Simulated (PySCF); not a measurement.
C₂H₆BNO₂. Atoms are numbered in the order given.

```xyz
12

C      1.2344     0.5832    -1.7419
C      1.5436     0.2828    -0.4635
O      0.7052     0.2111     0.5961
B     -0.6377    -0.1814     0.5860
N     -1.1945    -0.9175    -0.4923
O     -1.3239     0.1894     1.7208
H      0.2076     0.8132    -2.0621
H      2.0395     0.6351    -2.4875
H      2.5917     0.0981    -0.1650
H     -2.1405    -1.2918    -0.5048
H     -0.6234    -1.2037    -1.2873
H     -2.2434    -0.1219     1.7191
```
Charge 0, spin multiplicity 1.

Geometry optimised at PBE-D3(BJ)/def2-SVP. This is a generated structure with no PubChem entry under its InChIKey; it may be hypothetical. The values are those of a single conformer.

All values below come from ωB97X/def2-TZVP in PySCF.

The molecule is in vacuum.

Computed frontier levels, gap, dipole moment and polarisability:
The highest occupied level is -9.21 eV and the lowest empty level is 2.48 eV. The orbital gap is 11.69 eV and the dipole moment is 3.13 D. The quadrupole, principal values (traceless, Buckingham form, about the centre of nuclear charge) is -6.81, -5.63, 12.44 D·Å, the mean static polarisability comes out as 52.6 bohr³ (7.80 Å³) and the polarisability, principal values is 39.7, 53.1, 65.1 bohr³.
